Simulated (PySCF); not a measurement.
Nonlinear optical response: `C[N+](C)(C)C=C=CN`, [C₆H₁₃N₂]+, charge +1

Geometry (Å), atoms numbered from 1 in this order:
```xyz
21

C    -1.6113   -0.7145    1.2063
N    -0.8080    0.4392    0.7074
C    -1.6137    1.2267   -0.2692
C    -0.4188    1.3062    1.8487
C     0.3991   -0.1083   -0.0102
C     1.6204    0.1527    0.3485
C     2.9442    0.1755    0.5088
N     3.8355    1.0459    0.0074
H    -1.0074   -1.2763    1.9284
H    -2.5260   -0.3393    1.6829
H    -1.8715   -1.3619    0.3600
H    -1.8771    0.5828   -1.1174
H    -2.5269    1.5870    0.2216
H    -1.0110    2.0721   -0.6209
H    -1.3318    1.6736    2.3331
H     0.1813    0.7206    2.5534
H     0.1798    2.1432    1.4732
H     0.0821   -0.7409   -0.8493
H     3.3657   -0.5907    1.1732
H     4.8170    0.9504    0.2243
H     3.5684    1.7574   -0.6589
```

Total charge +1.

Method used: quadratic response CAM-B3LYP/aug-cc-pVDZ first hyperpolarisability, Taylor convention, gas phase in PySCF. Geometry: PBE0-D3(BJ)/def2-SVP.

Give β for the processes computed.

In 10⁻³⁰ esu, Taylor convention; the vector part is βᵢ = ⅓ Σⱼ (βᵢⱼⱼ + βⱼᵢⱼ + βⱼⱼᵢ):
| process | λ (nm) | β vector norm | β HRS | depolarisation ratio |
| --- | --- | --- | --- | --- |
| static β(0;0,0) | ∞ | 1.67 | 0.67 | 5.71 |
| second harmonic β(−2ω;ω,ω) | 1907 | 1.78 | 0.71 | 5.68 |
| Pockels β(−ω;ω,0) | 1907 | 1.71 | – | – |
| second harmonic β(−2ω;ω,ω) | 1064 | 2.08 | 0.83 | 5.60 |
| Pockels β(−ω;ω,0) | 1064 | 1.79 | – | – |

Which lowest excitations and polarisabilities go with it?

S1 4.35 eV (f = 0.001); S2 5.75 eV (f = 0.250); S3 6.20 eV (f = 0.174); isotropic α 92.8 au static, 93.1 au at 1907 nm, 93.8 au at 1064 nm, 94.1 au at 953.5 nm, 97.3 au at 532 nm.
